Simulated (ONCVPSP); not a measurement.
## What one change does to a pseudopotential (copper, ONCV)

copper (Cu), optimised norm-conserving Vanderbilt (ONCV), made with ONCVPSP 4.0.1 (LDA (Perdew-Wang 92), scalar-relativistic). Core [Ne], reference 3s2 3p6 3d9 4s2. Waves: 3s+4s: rc 1.15 bohr, ncon 3, nbas 7, qcut 10.7 1/bohr, 2 projectors; 3p: rc 0.75 bohr, ncon 3, nbas 6, qcut 10.6 1/bohr, 2 projectors, debl 3.4 Ha; 3d: rc 0.70 bohr, ncon 4, nbas 7, qcut 12.8 1/bohr, local. Local part: the d channel. Core correction: none.

Change: d: qcut 19.5.

Cutoffs: the cutoffs (Ha) at which the residual kinetic energy of the hardest occupied pseudo-wave falls to 1 and 0.1 mHa per electron; they do not see the model core or the augmentation charge, which bear on the density cutoff. Errors are all-electron minus pseudo energies relative to the spin-unpolarised reference configuration.

**Question.** What does the change do?

**Answer.** The potential gets softer (349 Ha and 455 Ha → 162 Ha and 189 Ha); the bound ghost in p disappears; of the 4 tests that both files solve, the error grows in 1 and shrinks in 2 by more than 15 % and 0.3 meV (median size 1.6 → 1.8 meV); the range in which the s phases agree widens (upper end 2.2 → 4.4).

| quantity | base | changed |
| --- | --- | --- |
| cutoff, loose | 349 Ha | 162 Ha |
| cutoff, tight | 455 Ha | 189 Ha |
| loose cutoff by channel | s 38 Ha, p 43 Ha, d 349 Ha | s 38 Ha, p 43 Ha, d 162 Ha |
| bound ghosts | p | none |
| GHOST(+) flags under 300 eV | s at 69.3 eV | s at 161.0 eV |
| error for 3s2 3p6 3d10 4s1, meV [ΔE -2.01 eV] | -2.5 | -1.2 |
| error for 3s2 3p6 3d10 4s0, meV [ΔE 6.42 eV] | +0.7 | +2.5 |
| error for 3s2 3p6 3d9 4s0, meV [ΔE 28.11 eV] | +0.7 | +0.8 |
| error for 3s2 3p6 3d7 4s0, meV [ΔE 127.51 eV] | -26 | -13 |
| s: phases at 1.16 bohr within 0.05 rad from the reference energy up to (Ha; the scan ends near 5) | 2.2 | 4.4 |
| p: phases at 0.76 bohr within 0.05 rad from the reference energy up to (Ha; the scan ends near 5) | to the end of the scan | to the end of the scan |
| d: phases at 0.71 bohr within 0.05 rad from the reference energy up to (Ha; the scan ends near 5) | to the end of the scan | to the end of the scan |

 A true bound ghost makes a file unfit for plane-wave use even where its test errors are small: the radial tests pick states by their node count and pass the ghost by.
